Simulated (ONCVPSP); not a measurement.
# Reading a pseudo-wave (magnesium)

Columns: radius, all-electron u(r) and pseudo u(r) of the 2p shell (level -50.87 eV) of magnesium in the configuration [He] 2s2 2p6 3s1.5; PBE, scalar-relativistic, ONCV scheme, ONCVPSP 4.0.1.

```
r (bohr)  all-electron  pseudo
   0.072        0.1822  0.0972
   0.145        0.4969  0.3539
   0.217        0.7716  0.6684
   0.290        0.9710  0.9472
   0.362        1.0900  1.1235
   0.435        1.1443  1.1943
   0.507        1.1493  1.1875
   0.580        1.1198  1.1391
   0.652        1.0685  1.0750
   0.725        1.0030  1.0041
   0.798        0.9304  0.9303
   0.870        0.8561  0.8560
   0.942        0.7823  0.7822
   1.015        0.7098  0.7097
   1.088        0.6410  0.6409
   1.160        0.5774  0.5774
   1.232        0.5186  0.5185
   1.305        0.4638  0.4638
   1.378        0.4138  0.4138
   1.450        0.3691  0.3691
   1.522        0.3286  0.3286
   1.595        0.2917  0.2917
   1.668        0.2586  0.2585
   1.740        0.2293  0.2293
   1.812        0.2031  0.2031
   1.885        0.1795  0.1795
```

**Question.** How many radial nodes do the two functions have?

**Answer.** The all-electron 2p function has n − l − 1 = 0; the pseudo-wave has 0.

**Question.** At about which radius was the pseudo-wave matched?

**Answer.** 0.85 bohr, where the columns begin to agree (steps of 0.07 bohr).

**Question.** Where does each function peak?

**Answer.** Outermost all-electron maximum near 0.51 bohr, pseudo maximum near 0.43 bohr (to the table’s step).

**Question.** Is the pseudo-wave norm-conserving?

**Answer.** Yes: the ONCV scheme keeps the norm inside the radius equal to the all-electron one, which fixes the energy derivative of the logarithmic derivative at the level.
